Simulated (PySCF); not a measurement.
## Two-component Hartree-Fock for Ba³⁶⁺ (barium, charge +36)

Start: [Ar] 3d2; 3d3/2 filled at m_j = +1/2, +3/2. Calculated with PySCF 2.14 in an uncontracted even-tempered set (16 s from 7 bohr⁻², ratio 2.8; 12 p from 9 bohr⁻², ratio 2.8; 8 d from 9 bohr⁻², ratio 2.8; 3 f from 28 bohr⁻², ratio 3): generalised Hartree-Fock with the X2C-1e Hamiltonian and a Gaussian nucleus; one run each with spin-orbit coupling (SO) switched off, then screened by Boettger's factors.

```tsv
spinor shell	electrons	ε, spin-free (eV)	ε, screened SO (eV)	weight of nominal j (screened SO)	rms radius, screened SO (bohr)
1s1/2	2	-39508.1	-39502.3	1.000	0.0292
2s1/2	2	-7880.3	-7877.9	1.000	0.118
2p1/2	2	-7258.7	-7533.2	1.000	0.101
2p3/2	4	-7258.7	-7134.6	1.000	0.106
3s1/2	2	-2871.2	-2870.5	1.000	0.292
3p1/2	2	-2664.6	-2735.0	0.998	0.281
3p3/2	4	-2664.6	-2632.2	0.999	0.291
3d3/2	2	-2445.1	-2454.3	0.991	0.253
```

```
   quantity    spin-free  screened SO
E (hartree)  -7139.66040  -7143.46800
        M_J            2            2
       ⟨J²⟩        8.001        6.061
       ⟨L²⟩       12.001       10.458
       ⟨S²⟩        2.000        1.572
```

Each row is a mean over spinors that exchange with the open shell spreads, by up to 23.199 eV (3p1/2).

⟨J²⟩ departs a little from M_J(M_J + 1) because the unrestricted spinors polarise the closed shells.

Breit and QED terms are absent; they matter most for the inner s and p1/2 levels.

Densities and radii are taken from the X2C orbitals without a picture-change correction, which distorts them close to the nucleus.

Without spin-orbit coupling the j labels of p, d and f shells carry no meaning; the spin-free column gives the mean over the occupied spinors of each nl shell, and its ⟨J²⟩ belongs to a mixture of degenerate components.
